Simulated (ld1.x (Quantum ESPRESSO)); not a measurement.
**Configuration tests for mercury (TM)**

ld1.x (Quantum ESPRESSO) 7.5 input, shortened:

```
&input
   title='Hg', zed=80., rel=1, dft='PZ', iswitch=3,
   config='[Xe] 4f14 5d10 6s1.5 6p0'
 /
 &inputp
   pseudotype=2, tm=.true., lloc=0,
   nlcc=.false.
 /
3
5P  2  1   6.00   0.00  1.40  1.40  0.0
5D  3  2  10.00   0.00  1.50  1.50  0.0
5S  1  0   2.00   0.00  1.45  1.45  0.0
 &test
   configts(1)='5s2 5p6 5d10 6s1.5 6p0'
 /
```

Occupied shells without a wave of their own: 6s. They enter only through the test configuration that unscreens the potential.

Energies are relative to the spin-unpolarised reference configuration 5s2 5p6 5d10 6s1.5 6p0; without spin polarisation the order of configurations can differ from experiment. Spin-polarised rows fill each open shell by Hund’s rule, majority spin first. The frozen-core shift is the all-electron ΔE with the core orbitals held at their reference shape minus the fully relaxed ΔE.

```csv
valence configuration,charge,ΔE all-electron (eV),error AE − PS (meV),frozen-core shift (meV)
5s2 5p6 5d10 6s2 6p0,0,-4.526,+1630,-1.6
5s2 5p6 5d10 6s1 6p0,+1,6.522,-1958,+2.1
5s2 5p6 5d9 6s2 6p1,0,5.829,+2156,-5.0
5s2 5p6 5d10 6s0 6p2,0,8.274,-5460,+1.4
5s2 5p6 5d9 6s0 6p0,+3,61.730,-8871,+13
5s1 5p6 5d10 6s2 6p0,+1,121.410,+2103,+133
5s2 5p6 5d10 6s1 6p0 (spin-polarised),+1,6.360,-1951,+2.2
```

(1) What are ΔE and the potential's error for 5s2 5p6 5d10 6s1.5 6p0 (spin-polarised)?

(2) What are ΔE and the potential's error for 5s2 5p6 5d10 6s0 6p0?

The potential misses its own reference levels by up to 3.6 eV, so it is not fit for use.

Answers

(1) ΔE = -0.036 eV all-electron; the error (AE − PS) is +2.4 meV.

(2) ΔE = 25.918 eV all-electron; the error (AE − PS) is -6952 meV.

These tests converged, but a pseudo level misses the all-electron one widely, so the file describes the atom poorly there or has found another state: 5s2 5p6 5d10 6s2 6p0: 6s by 2.9 eV; 5s2 5p6 5d10 6s1 6p0: 6s by 4.3 eV; 5s2 5p6 5d10 6s0 6p0: empty 6s by 5.8 eV; 5s2 5p6 5d9 6s2 6p1: 6s by 3.7 eV; 5s2 5p6 5d10 6s0 6p2: empty 6s by 3.0 eV; 5s2 5p6 5d9 6s0 6p0: empty 6s by 7.1 eV; 5s1 5p6 5d10 6s2 6p0: 6s by 4.4 eV. The 6s level has no wave, so the channel is fitted at the deeper level alone: the likely source of the large errors. A variational frozen-core shift is positive and of second order in the change. This column holds negative values, so the frozen-core run of ld1.x carries numerical noise or an error of first order here, and the column gives no more than the rough size of the effect.
